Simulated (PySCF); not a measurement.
Coordinates in bohr (charge 0 multiplicity 3):
```
Ru   -0.1730    0.0000   -0.2840
N    -3.0008    0.0000    0.7125
F     3.1398    0.0000    0.9982
```

Level of theory: UPBE0/[Ru def2-TZVP with ECP28, N def2-TZVP, F def2-TZVP], scalar-relativistic core potentials, density fitting, no spin–orbit coupling, PySCF.

This geometry of FRuN is a stationary point at this level.

**Question.** What is the point group?

**Answer.** Cs.

**Question.** Is it a minimum?

**Answer.** Yes: all harmonic wavenumbers are real.

**Question.** Which band is strongest in the infrared?

**Answer.** 635 cm⁻¹ (a'), 116 km/mol.

**Question.** Give the ideal-gas entropy at 298.15 K and 1 bar by parts.

**Answer.** translation 170.0, rotation 95.1, vibration 11.4, spin 9.1; total 285.7 J/(mol K).

**Question.** What is the atomisation energy, with and without zero-point energy?

**Answer.** 854 kJ/mol without, 842 kJ/mol with.

This need not be the most stable arrangement of these atoms. Other spin states or occupations of the open shell can lie lower. At this level a singlet minimum of Cs symmetry lies 46 kJ/mol below this structure.
